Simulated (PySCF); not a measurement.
H2Si2, SMILES [Si]=[SiH2] (connectivity only; charge and spin as stated), neutral, multiplicity 1. Heavy atoms are numbered as in [SiH2:1]=[Si:2]. Hydrogens are named by the atom that carries them.

Geometry optimised at TPSSh-D3(BJ)/def2-TZVP. The isomer is the one that the SMILES or the coordinates give; other isomers of the formula were not compared.

Level of theory: ωB97X/def2-TZVPD (PySCF).

Mulliken values depend strongly on the basis, most of all with diffuse functions as here. ESP charges are fitted to the potential on shells at 1.4 to 2.0 van der Waals radii. Atomic charges (e), one atom of each kind:

```json
[
 {"atom": "Si1 (SiH2)", "ESP fit": "-0.21", "IAO": "[?]", "Mulliken": "0.05"},
 {"atom": "Si2", "ESP fit": "0.04", "IAO": "[?]", "Mulliken": "0.04"},
 {"atom": "H on Si1", "ESP fit": "0.08", "IAO": "[?]", "Mulliken": "-0.04"}
]
```

Problem. Complete the blanks. (Estimate from the structure and the level; the computed values follow.)

Solution. 
- Si1 (SiH2), IAO: 0.11
- Si2, IAO: 0.05
- H on Si1, IAO: -0.08
